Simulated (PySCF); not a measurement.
C2H8FNSi2. Atoms are numbered in the order given.

```xyz
14

C     -2.5260    -0.8531     0.0795
C     -1.6139    -0.4587     0.9795
Si    -0.2618     0.7686     0.5700
N     -0.7483     1.6601    -0.8414
Si     1.7483    -0.3247     0.0356
F      1.4804    -1.3859    -1.1834
H     -2.5196    -0.4584    -0.9425
H     -3.3095    -1.5803     0.3210
H     -1.6530    -0.8855     1.9906
H      0.0150     1.5772     1.8074
H     -1.6180     2.1866    -0.8231
H     -0.0565     2.1319    -1.4152
H      2.8023     0.6273    -0.4309
H      2.2828    -1.0903     1.2004
```
Charge 0, spin multiplicity 1.

Coordinates come from a B3LYP-D3(BJ)/def2-SVP optimisation. The structure was generated by enumeration; whether it is a known compound was not checked. One conformer was computed; it need not be the lowest.

Level of theory: TDDFT-PBE/def2-SVPD run with PySCF 2.14.0.

Vertical excitations. Isolated molecule, no solvent.

| state | energy (eV) | λ (nm) | f | main pairs |
|---|---|---|---|---|
| S1 | 4.51 | 275 | 0.017 | HOMO→LUMO 91 % |
| S2 | 4.89 | 253 | 0.002 | HOMO→LUMO+1 98 % |
| S3 | 5.37 | 231 | 0.020 | HOMO−1→LUMO+1 63 %, HOMO−1→LUMO 27 % |
| S4 | 5.46 | 227 | 0.136 | HOMO−1→LUMO 45 %, HOMO−1→LUMO+1 32 %, HOMO−2→LUMO 14 % |
| S5 | 5.64 | 220 | 0.010 | HOMO→LUMO+2 96 % |
| S6 | 6.08 | 204 | 0.011 | HOMO−1→LUMO+2 69 %, HOMO−2→LUMO 21 % |
| S7 | 6.12 | 203 | 0.014 | HOMO−2→LUMO+1 81 % |
| S8 | 6.22 | 199 | 0.007 | HOMO−3→LUMO 51 %, HOMO−2→LUMO 23 %, HOMO−2→LUMO+1 11 % |
| S9 | 6.27 | 198 | 0.006 | HOMO→LUMO+3 89 % |
| S10 | 6.47 | 191 | 0.046 | HOMO−4→LUMO 69 %, HOMO−3→LUMO 12 % |
| T1 | 4.02 | 308 | 0 | HOMO→LUMO 51 %, HOMO−1→LUMO 37 % |
| T2 | 4.48 | 277 | 0 | HOMO→LUMO 47 %, HOMO−1→LUMO 45 % |
| T3 | 4.65 | 266 | 0 | HOMO→LUMO+1 95 % |
| T4 | 5.11 | 243 | 0 | HOMO−1→LUMO+1 85 % |
Triplets are in the Tamm–Dancoff approximation, which puts them higher than full response would, so one can lie above its singlet here.
